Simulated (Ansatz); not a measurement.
Molecule: CH6O3Sn, net charge 0, singlet state. 
Coordinates optimised at B3LYP-D3(BJ)/def2-TZVP (Ansatz, a program for electronic structure):
```xyz
11

C      2.1277    -0.2690    -0.1885
Sn     0.0250    -0.0032    -0.0022
O     -0.9810    -0.9209    -1.4323
O     -0.5051     1.8974    -0.0825
O     -0.6754    -0.7032     1.7063
H      2.3847    -0.2986    -1.2448
H      2.6303     0.5648     0.2961
H      2.4062    -1.2044     0.2912
H     -1.6947    -1.4630    -1.0779
H     -1.2189     2.0445    -0.7130
H     -1.2304    -0.0576     2.1580
```

Total electronic energies in hartree. Correlated levels leave the core frozen unless marked. Spin-orbit coupling is left out. Frozen are the shells of the preceding noble gas and the d and f shells that filled before the atom's block. Past Kr the def2 sets carry scalar-relativistic core potentials. STO-3G rows are all-electron and non-relativistic. CBS(X,Y): correlation extrapolated as X^-3; Hartree-Fock from the larger set. The bracket is a focal-point correction in the basis named.

| level | program | energy (Eh) |
|---|---|---|
| HF/def2-TZVPPD | Ansatz | -479.48677 |
| PBE/def2-TZVPD | Ansatz | -481.58166 |
| PBE-D4/def2-TZVPD | Ansatz + dftd4 | -481.58942 |
| PBE0-D3(BJ)/def2-TZVPD | Ansatz + dftd3 | -481.59737 |
| B2GP-PLYP/def2-TZVPD | Ansatz | -481.29932 |
| MP2/def2-TZVPP | Ansatz | -480.51040 |
| CCSD/def2-TZVPPD | Ansatz | -480.53656 |
| CCSD(T)/STO-3G | Ansatz | -6225.99807 |
| RI-MP2/CBS(def2-TZVPPD,def2-QZVPPD)+[CCSD(T)-MP2]/def2-TZVPPD | Ansatz | -480.7191 |

Totals of different functionals don't rank their quality; only differences between species are comparable.
